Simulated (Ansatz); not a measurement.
Vertical singlet–triplet gap (eV) of eight silicon and germanium compounds: PBE beside CAM-B3LYP, computed with Ansatz (a quantum-chemistry and plane-wave program) for isolated molecules in the bases named; differences from unrounded values. The eight are the first of their class met in an unordered collection, after screening for sound electronic states; none was chosen by its value. Functionals give these values as differences of separate SCF runs (ΔSCF), EOM-CCSD as a root; each molecule has one DFT geometry for both levels.

```
molecule                                                basis  CAM-B3LYP   PBE  difference
-------------------------------------------------  ----------  ---------  ----  ----------
Si(H)(NCO)(OH)2 (CH3NO3Si), SMILES O=C=N[SiH](O)O   def2-SVPD       6.73  6.38       -0.34
C₂H₉ClSi₃, SMILES C=C(Cl)[SiH2][SiH2][SiH3]         def2-SVPD       3.94   ___         ___
CH13NSi4, SMILES [SiH3]NC[SiH2][SiH2][SiH3]         def2-SVPD       5.26  4.54       -0.72
C3H5NOSi, SMILES [Si@H]1(C=CC=N1)O                 def2-TZVPD       3.03  2.80       -0.23
C₃H₄FNSi, SMILES F[Si@H]1C=CC=N1                    def2-SVPD       3.10   ___         ___
C3H11ClSi2, SMILES C[Si](C)(Cl)C[SiH3]              def2-SVPD       7.81   ___         ___
CH6O2Si2, SMILES O([SiH2][SiH3])C=O                 def2-SVPD       5.27  5.24       -0.03
Cl₂H₅NSi₂, SMILES Cl[SiH2]N[SiH2]Cl                 def2-SVPD       6.76  6.06       -0.70
```

Q: What belongs in the gaps? (An estimate is asked for; the answer gives what the named calculation found.)

A: 
- C₂H₉ClSi₃, SMILES C=C(Cl)[SiH2][SiH2][SiH3], PBE: 3.90
- C₂H₉ClSi₃, SMILES C=C(Cl)[SiH2][SiH2][SiH3], difference: -0.05
- C3H11ClSi2, SMILES C[Si](C)(Cl)C[SiH3], PBE: 6.76
- C3H11ClSi2, SMILES C[Si](C)(Cl)C[SiH3], difference: -1.05
- C₃H₄FNSi, SMILES F[Si@H]1C=CC=N1, PBE: 2.87
- C₃H₄FNSi, SMILES F[Si@H]1C=CC=N1, difference: -0.23

PBE lies below CAM-B3LYP in 8 and above it in 0 of the eight; the mean signed difference is -0.42 and the largest -1.05 eV.
